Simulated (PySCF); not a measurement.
Electronic structure of Xe(2+) (xenon, charge +2) at the UHF level

Configuration: [Kr] 4d10 5s1 5p5, high-spin 3P determinant (an excited configuration). All numbers are calculated (PySCF 2.14, scalar relativity by spin-free X2C-1e, in x2c-TZVPPall).

- Total energy: -7441.787038 hartree
- One-electron energy: -10151.6638 hartree
- Hartree (Coulomb) energy: 2895.1567 hartree
- Exchange energy: -185.2799 hartree
- ⟨S²⟩: 2.0100
- ⟨L²⟩: 2.019
- Sum of ⟨r⟩: 33.20 bohr
- Sum of ⟨r²⟩: 44.82 bohr²
- Traceless quadrupole moment −½Σ⟨3z² − r²⟩ along its main axis: 1.88 e·bohr²
- Langevin diamagnetic susceptibility: -35.5 ×10⁻⁶ cm³/mol

```tsv
shell	electrons	mean orbital energy (hartree)	spread (hartree)	rms radius, mean of both spins (bohr)
1s α	1	-1276.99361	0	0.0305
1s β	1	-1276.98232	0	0.0305
2s α	1	-203.18738	0	0.124
2s β	1	-203.17863	0	0.124
2p α	3	-182.29647	0.00431	0.111
2p β	3	-182.29055	0.00233	0.111
3s α	1	-43.83767	0	0.326
3s β	1	-43.82045	0	0.326
3p α	3	-36.91245	0.01035	0.326
3p β	3	-36.90092	0.00052	0.326
3d α	5	-26.57895	0.00887	0.304
3d β	5	-26.57425	0.00567	0.304
4s α	1	-9.27712	0	0.762
4s β	1	-9.23688	0	0.762
4p α	3	-6.98262	0.02432	0.814
4p β	3	-6.95720	0.00069	0.814
4d α	5	-3.51063	0.02661	0.940
4d β	5	-3.48987	0.01384	0.940
5s α	1	-1.83128	0	1.91
5p α	3	-1.21838	0.06189	2.25
5p β	2	-1.06031	0	2.25
```

Densities and radii are taken from the X2C orbitals without a picture-change correction, which distorts them close to the nucleus.

Spin-orbit constants ζ (cm⁻¹) from the X2C one-electron operator on these orbitals: bare nucleus, nucleus screened by l(l+1)(2l+1)/3 electrons, and screened by the Breit-Pauli mean field of the electrons.

```
shell     bare  screened nucleus  mean field
   2p  1722000           1658000     1630000
   3p   332100            319800      313800
   3d    50640             41260       39720
   4p    62920             60590       59340
   4d     7490              6103        5786
   5p     7944              7650        7480
```

To first order the Landé constant is A = -3740 cm⁻¹, so the lowest level has J = 2 and lies 0.464 eV below the centre of the term. This holds in LS coupling only.
